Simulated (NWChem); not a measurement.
System: C3H5O, doublet; SMILES [CH]=C(C)O

NWChem input:

```
start job
memory heap 200 mb stack 900 mb global 1100 mb
geometry units angstroms noautosym nocenter noautoz
  C     -1.282436    -0.720288     0.000000
  C     -0.120406    -0.083321     0.000000
  C      0.018017     1.404160     0.000000
  O      1.099934    -0.693735     0.000000
  H     -1.680375    -1.732421     0.000000
  H     -0.963172     1.893659     0.000000
  H      0.585163     1.727061     0.887466
  H      0.585163     1.727061    -0.887466
  H      0.971493    -1.649482     0.000000
end
basis spherical
  * library 6-31g*
end
dft
  odft
  mult 2
  xc hfexch
  iterations 150
end
property
  efieldgrad
end
task dft property
```

In the optimisation the excess spin sits in a' (Cs, its own frame). All runs use the structure optimised with PBE0/def2-SVP, spin-unrestricted. The determinant is spin-contaminated (<S²> = 0.94). No stability test was run on the SCF state.

Vzz is the largest principal value of the second derivative of the potential at the nucleus (NWChem prints the opposite sign); η is the asymmetry. Non-relativistic.

Atoms are numbered as in the input.

Question: Predict the main results of this run. (UHF/6-31G* (spherical d).) Quantities: Vzz O4 (a.u.); η O4.

Answer: 
```json
{
  "Vzz O4 (a.u.)": "1.706",
  "η O4": "0.98"
}
```
